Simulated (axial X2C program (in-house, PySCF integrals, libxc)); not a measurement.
# What spin–orbit coupling does to BeFe

Computed with an axial X2C code built on PySCF integrals. Spin-free means the one-electron spin-free X2C Hamiltonian; two-component (2c) means X2C with spin–orbit coupling and atomic mean-field two-electron Coulomb and Gaunt terms, so the difference of the two also holds small scalar two-electron terms. Basis: Fe dyall-cv3z [9s10p6d3f2g], Be dyall-cv3z [8s8p3d1f] (cores contracted in-house); Gaussian nuclei, density fitting, unrestricted open shells. Masses: Fe 55.935 u, Be 9.012 u.

Spin-free state: M_S = 2, Λ = 0 (beyond evenly filled blocks: 2 × σα, δ+α, δ-α); fragments Fe + Be.

| level | Re (Å) | ωe (cm⁻¹) | De (eV) | μ (D) |
| --- | --- | --- | --- | --- |
| PBE0 | 2.096 | 486.9 | 0.791 | -1.41 |
| PW91 | 2.065 | 511.8 | 1.731 | -1.32 |

Dipoles are positive if Be is the positive end.

Two-component determinant lowest at the distance of the search:

Ω = 2 (⟨Sz⟩ = 2.00, ⟨Lz⟩ = 0.00 at PBE0); fragments Fe + Be.

| level | Re (Å) | ωe (cm⁻¹) | De (eV) | μ (D) |
| --- | --- | --- | --- | --- |
| PBE0 | 2.096 | 486.4 | n/a | -1.41 |
| PW91 | 2.065 | 511.3 | 1.724 | -1.32 |

From the two tables, how do the constants change at the PBE0 level (2c against spin-free)?

At the PBE0 level Re is unchanged within 0.001 Å and ωe falls by 0.5 cm⁻¹.

One determinant describes the state; a PBE0 search over occupations chose it and may have missed a lower one. Dissociation energies refer to the lowest single-determinant-based atoms at the same level and basis. De is not given where an atomic determinant may have missed its ground term or J level, or where the truncated virtual space spoils (T). Density functionals use the spin component along the axis (collinear). Other states lie close and PBE0, whose exact exchange favours high spin, may order them wrongly; the determinant shown need not be the ground state. The nearest other spin-free determinant of the search, M_S = 1, Λ = 0, lies 0.32 eV up at the distance of the search. The functionals have no current-density term, which raises determinants with orbital currents, atoms included. With several unpaired electrons one determinant need not be a pure state. Open-shell Ω = 0 determinants with evenly filled partner blocks cannot be reached by this program, so the Ω shown need not be the lowest component. The determinant is spin-polarised beyond a pure state at some levels (its spin-free form has ⟨S²⟩ too high), which makes Re and μ there less reliable.
